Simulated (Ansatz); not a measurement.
Cost and result for the atomization energy of `[CH3][GaH-]([CH3])[OH2+]` (13 atoms, 12 bonds).

```xyz
13

C     1.665   -0.682    0.781
Ga   -0.019    0.326    0.543
C    -0.327    1.353   -1.130
O    -1.404   -1.343    0.007
H     2.464   -0.011    1.111
H     1.562   -1.464    1.536
H     1.989   -1.144   -0.154
H    -0.877    0.715    1.826
H     0.260    2.276   -1.116
H    -1.373    1.646   -1.259
H    -0.010    0.791   -2.014
H    -2.086   -1.359    0.686
H    -1.844   -1.105   -0.816
```

Charge 0, multiplicity 1. Correlated methods include outer-core shells of Ga, which these sets cover unevenly. Scalar relativity is left out up to krypton. The geometry is a stationary point of PBE0-D4/def2-TZVP. It is one conformer, not always the lowest. Program: Ansatz. All runs use 4 threads of an Arm Neoverse V2 on a shared host. Times are those of one run each, without the atoms' runs, and a repeat can differ threefold. Electronic energies, without spin–orbit coupling; frozen cores. CCSD(T)/CBS adds CCSD(T) − MP2 in def2-TZVPP to the MP2 limit, and its time is that of the two runs behind it. T1 = 0.011. With those shells the extrapolation isn't a true limit.

CCSD(T)/CBS is a level of theory with its own doubt, some kJ/mol a heavy atom from the limit and from the frozen cores, so smaller differences don't rank the functionals.

```csv
level,functions,wall time
LDA (SPW92)/def2-TZVPP,267,1.6 s
revPBE-D4/def2-TZVPP,267,1.9 s
BLYP-D4/def2-TZVPP,267,1.9 s
BHLYP-D4/def2-TZVPP,267,3.2 s
PBE0-D4/def2-TZVPP,267,3.5 s
CAM-B3LYP-D4/def2-TZVPP,267,3.5 s
PBE-QIDH/def2-TZVPP,267,5.5 s
ωB97X-V/def2-TZVPP,267,8 s
CCSD(T)/def2-SVP,119,9 s
B97M-V/def2-TZVPP,267,10 s
MP2/def2-QZVPP,530,30 s
CCSD(T)/def2-TZVPP,267,4.4 min
CCSD(T)/CBS(def2),–,4.9 min
```

What atomization energy does each give, and how far from CCSD(T)/CBS? (Best estimate.)

The calculation gave: 
```json
{"level": "LDA (SPW92)/def2-TZVPP", "atomization (kJ/mol)": "4944.1", "difference from CCSD(T)/CBS": "539.6", "per bond": "45.0"}
{"level": "revPBE-D4/def2-TZVPP", "atomization (kJ/mol)": "4313.4", "difference from CCSD(T)/CBS": "-91.1", "per bond": "-7.6"}
{"level": "BLYP-D4/def2-TZVPP", "atomization (kJ/mol)": "4337.2", "difference from CCSD(T)/CBS": "-67.3", "per bond": "-5.6"}
{"level": "BHLYP-D4/def2-TZVPP", "atomization (kJ/mol)": "4272.5", "difference from CCSD(T)/CBS": "-132.0", "per bond": "-11.0"}
{"level": "PBE0-D4/def2-TZVPP", "atomization (kJ/mol)": "4359.7", "difference from CCSD(T)/CBS": "-44.8", "per bond": "-3.7"}
{"level": "CAM-B3LYP-D4/def2-TZVPP", "atomization (kJ/mol)": "4394.2", "difference from CCSD(T)/CBS": "-10.3", "per bond": "-0.9"}
{"level": "PBE-QIDH/def2-TZVPP", "atomization (kJ/mol)": "4353.9", "difference from CCSD(T)/CBS": "-50.6", "per bond": "-4.2"}
{"level": "ωB97X-V/def2-TZVPP", "atomization (kJ/mol)": "4383.8", "difference from CCSD(T)/CBS": "-20.7", "per bond": "-1.7"}
{"level": "CCSD(T)/def2-SVP", "atomization (kJ/mol)": "4182.4", "difference from CCSD(T)/CBS": "-222.1", "per bond": "-18.5"}
{"level": "B97M-V/def2-TZVPP", "atomization (kJ/mol)": "4383.7", "difference from CCSD(T)/CBS": "-20.8", "per bond": "-1.7"}
{"level": "MP2/def2-QZVPP", "atomization (kJ/mol)": "4390.3", "difference from CCSD(T)/CBS": "-14.2", "per bond": "-1.2"}
{"level": "CCSD(T)/def2-TZVPP", "atomization (kJ/mol)": "4318.8", "difference from CCSD(T)/CBS": "-85.7", "per bond": "-7.1"}
{"level": "CCSD(T)/CBS(def2)", "atomization (kJ/mol)": "4404.5", "difference from CCSD(T)/CBS": "0.0", "per bond": "0.0"}
```

Leaving LDA and LC-ωPBE aside and taking each functional with its dispersion term where it has one, the values, not all of them listed here, spread over 134.3 kJ/mol, from BHLYP-D4 to PBE-D4. LDA lies +559.0 kJ/mol from PBE without D4, its usual overbinding. From BLYP to BHLYP (50 % exact exchange), in def2-TZVPP and without D4, the atomization energy moves by −45.1 kJ/mol: exact exchange takes away binding that semilocal exchange gives to molecules. At CCSD(T), def2-SVP lies −222.1 kJ/mol from the extrapolated value and def2-TZVPP −85.6 kJ/mol: correlation converges slowly with the basis, and small sets miss more of it in the bonded molecule than in its fragments.
